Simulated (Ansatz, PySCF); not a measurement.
W(O)(NH)(F)(Br) (BrFHNOW), SMILES [F][W](=[O])(=[NH])[Br], multiplicity 1. Atoms are numbered in the order given.

```xyz
6

W      0.2431    -0.3868    -0.0583
O      1.7657    -0.0587     0.6368
N      0.4803    -0.6491    -1.7725
H      1.1137    -0.6824    -2.5698
F     -0.4822    -1.9528     0.6793
Br    -1.1480     1.6087     0.1698
```

The structure is a stationary point at B3LYP-D3(BJ)/def2-SVP. The spin state was assumed, not searched. The structure was generated by enumeration; whether it is a known compound was not checked. The def2 effective core potentials stand for the cores of W; spin–orbit coupling is left out.

Two levels are set side by side: PBE-D3(BJ)/def2-SVP (Ansatz, a first-principles code) and B3LYP-D3(BJ)/def2-SVP (Ansatz). Each level has its own optimised geometry; the coordinates shown are those of the second. Frequencies come from the Hessian of PySCF at each geometry. Differences are taken from unrounded values.

```
quantity                            B3LYP-D3(BJ)  PBE-D3(BJ)  PBE-D3(BJ) minus B3LYP-D3(BJ)
----------------------------------  ------------  ----------  -----------------------------
mean bond length (Å)                       1.759       1.765                          0.006
bond W1–O2 (Å)                             1.706       1.716                          0.010
bond W1–N3 (Å)                             1.750       1.760                          0.010
bond W1–F5 (Å)                             1.877       1.882                          0.005
bond W1–Br6 (Å)                            2.443       2.438                         -0.005
bond N3–H4 (Å)                             1.019       1.026                          0.007
highest harmonic wavenumber (cm⁻¹)          3603        3525                            -78
mean harmonic wavenumber (cm⁻¹)              739         719                            -20
zero-point energy (kcal/mol)               12.68       12.34                          -0.34
```

Exact exchange shortens and stiffens bonds; PBE has none. Differences between two approximate levels are no errors against the true value.
